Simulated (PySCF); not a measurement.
Ge(F)(Et)2(Vi), SMILES C=[CH][Ge]([F])([CH2]C)[CH2]C (C₆H₁₃FGe), GFN2-xTB optimised geometry.

```
21

C     -1.23     2.20    -0.50
C     -0.15     1.64     0.00
Ge     0.23    -0.30     0.00
F      2.02    -0.30     0.00
C     -0.22    -1.28    -1.70
C      0.27    -0.54    -2.94
C     -0.20    -1.25     1.72
C      0.21    -2.72     1.70
H     -1.40     3.27    -0.48
H     -2.02     1.61    -0.95
H      0.62     2.26     0.44
H     -1.30    -1.42    -1.75
H      0.24    -2.26    -1.64
H     -0.19     0.44    -3.02
H      1.35    -0.40    -2.88
H      0.05    -1.11    -3.84
H     -1.27    -1.16     1.91
H      0.32    -0.73     2.52
H      0.02    -3.18     2.67
H     -0.34    -3.27     0.94
H      1.28    -2.80     1.49
```

Density from PySCF 2.14.0 with CAM-B3LYP/def2-SVP at that geometry.

Minimum of the electron density along straight lines between bonded atoms, close to the bond critical point (lines longer than 1.1 times the sum of covalent radii, or with two minima, are not listed):

| bond | length / Å | ρ at the minimum / e bohr⁻³ | ∇²ρ there / e bohr⁻⁵ | position (fraction from the first atom) |
|---|---|---|---|---|
| C1–C2 | 1.321 | 0.347 | -0.95 | 0.50 |
| C2–Ge3 | 1.979 | 0.125 | 0.04 | 0.54 |
| Ge3–F4 | 1.793 | 0.117 | 0.63 | 0.48 |
| Ge3–C5 | 2.011 | 0.121 | 0.00 | 0.47 |
| C5–C6 | 1.521 | 0.244 | -0.56 | 0.51 |
| Ge3–C7 | 2.014 | 0.121 | -0.01 | 0.47 |
| C7–C8 | 1.521 | 0.244 | -0.56 | 0.50 |
| C1–H9 | 1.080 | 0.282 | -1.10 | 0.64 |
| C1–H10 | 1.079 | 0.283 | -1.10 | 0.64 |
| C2–H11 | 1.082 | 0.280 | -1.07 | 0.64 |
| C5–H12 | 1.090 | 0.274 | -0.99 | 0.62 |
| C5–H13 | 1.090 | 0.274 | -1.00 | 0.63 |
| C6–H14 | 1.089 | 0.277 | -1.03 | 0.63 |
| C6–H15 | 1.088 | 0.278 | -1.04 | 0.63 |
| C6–H16 | 1.089 | 0.276 | -1.02 | 0.63 |
| C7–H17 | 1.090 | 0.274 | -0.99 | 0.63 |
| C7–H18 | 1.090 | 0.274 | -1.00 | 0.63 |
| C8–H19 | 1.089 | 0.276 | -1.02 | 0.63 |
| C8–H20 | 1.089 | 0.276 | -1.02 | 0.63 |
| C8–H21 | 1.088 | 0.278 | -1.04 | 0.63 |
